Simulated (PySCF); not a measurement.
Species: ClH4NSn.
Atom-mapped SMILES: `[NH2:1][SnH2:2][Cl:3]` (hydrogens: H4, H5 on N1; H6, H7 on Sn2)

Geometry (PBE0-D3(BJ)/def2-SVP, Å), atoms numbered from 1 in this order:
```xyz
7
ClH4NSn angstrom
N     -1.2662    0.3081   -0.1868
Sn     0.6447   -0.3776   -0.0569
Cl     1.8947    1.5787   -0.4296
H     -1.3670    1.2083    0.2803
H     -1.9611   -0.3255    0.2046
H      0.9488   -1.4560   -1.3438
H      1.1514   -0.9522    1.4793
```

Computed, not measured: PBE0-D3(BJ)/def2-SVP geometry optimisation, gas phase, def2 core potentials past Kr (PySCF).

Take the most abundant isotopes and a rigid rotor. The values belong to one conformer with, in the numbering `[NH2:1][SnH2:2][Cl:3]`, H–N1–Sn2–Cl3 -41° and -163°.

Give the principal moments of inertia and the rotational constants in MHz.

Ia = 60.39, Ib = 177.67, Ic = 228.96 u·Å²; 505379 MHz·u·Å²/I gives A = 8368, B = 2844, C = 2207 MHz.

What kind of rotor is it?

An asymmetric top. Ray's parameter κ = (2B − A − C)/(A − C) = -0.793; −1 is the prolate and +1 the oblate limit.

What does the inertial defect say?

Not planar: Δ = Ic − Ia − Ib = -9.10 u·Å². For a rigid frame Δ = −2 Σ m c², so Σ m c² = 4.55 u·Å² lies off the ab plane: 4.50 from hydrogen and 0.05 from heavier atoms. The atom farthest from that plane is 1.44 Å away.

Give the other two planar moments, Paa and Pbb, and the rms extents of the mass along the axes.

Paa = Σ m a² = (Ib + Ic − Ia)/2 = 173.12 and Pbb = Σ m b² = (Ia + Ic − Ib)/2 = 55.84 u·Å². With the mass M = 172.91 u, the rms extents √(P/M) along a, b and c are 1.00, 0.57, 0.16 Å.

List the rotational levels J(Ka,Kc) to J = 3 (MHz).

Above 0(0,0):
J = 1: 1(0,1) 5052, 1(1,1) 10576, 1(1,0) 11213
J = 2: 2(0,2) 15103, 2(1,2) 20042, 2(1,1) 21954, 2(2,1) 38526, 2(2,0) 38578
J = 3: 3(0,3) 30053, 3(1,3) 34210, 3(1,2) 38031, 3(2,2) 53681, 3(2,1) 53939, 3(3,1) 82925, 3(3,0) 82928

Which lines would a microwave search look for?

The dipole components are |μa| = 2.84 D, |μb| = 0.55 D, |μc| = 1.16 D. Intensities carry the squares of the components, which stand as 1.00 : 0.04 : 0.17 (a : b : c). Some lines, for components of 0.1 D or more:

```csv
type,branch,"J(Ka,Kc)",MHz,lower level (cm⁻¹)
a,Q,"2(1,1) ← 2(1,2)",1911,0.669
b,R,"2(0,2) ← 1(1,1)",4528,0.353
c,Q,"2(1,2) ← 2(0,2)",4939,0.504
a,R,"1(0,1) ← 0(0,0)",5052,0.000
c,Q,"1(1,1) ← 1(0,1)",5524,0.169
b,Q,"1(1,0) ← 1(0,1)",6161,0.169
b,Q,"2(1,1) ← 2(0,2)",6850,0.504
a,R,"2(0,2) ← 1(0,1)",10052,0.169
b,R,"1(1,1) ← 0(0,0)",10576,0.000
a,R,"2(1,1) ← 1(1,0)",10741,0.374
c,R,"1(1,0) ← 0(0,0)",11213,0.000
c,Q,"2(2,1) ← 2(1,1)",16572,0.732
b,Q,"2(2,0) ← 2(1,1)",16624,0.732
c,R,"2(1,1) ← 1(0,1)",16902,0.169
b,Q,"2(2,1) ← 2(1,2)",18483,0.669
b,R,"2(2,1) ← 1(1,0)",27313,0.374
c,R,"2(2,0) ← 1(1,0)",27365,0.374
c,R,"2(2,1) ← 1(1,1)",27950,0.353
b,R,"2(2,0) ← 1(1,1)",28002,0.353
```

Whether it is a minimum is left open (no frequencies). Zero-point vibration and centrifugal distortion are left out. A rigid rotor knows nothing of inversion at nitrogen, which can split or shift real lines. Quadrupole hyperfine structure (14N, 35Cl) is left out.
